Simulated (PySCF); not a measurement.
Ionisation energy of Fe²⁺ by level of theory

Fe²⁺ [Ar] 3d6 (5D) → Fe³⁺ [Ar] 3d5 (6S), as a difference of total energies. Computed with PySCF 2.14 in pcseg-2, with no relativity, point nucleus. Correlated levels: valence: [Ar] frozen. The calculations carry no spin-orbit coupling.

**Question.** Order these methods by the ionisation energy they give, lowest first.
A. UHF
B. M06-2X
C. SCS-MP2 (valence)
D. B3LYP

**Answer.** A (28.422 eV), C (29.936 eV), B (30.892 eV), D (31.558 eV).

These non-relativistic numbers lack the scalar-relativistic shift.

The reference lies between the lowest fine-structure levels, while these numbers refer to the centres of the terms.

Errors of the correlated levels include the incompleteness of this basis and the frozen core.

For comparison: 30.651 ± 0.012 eV (measured; NIST Atomic Spectra Database, ionization energies).
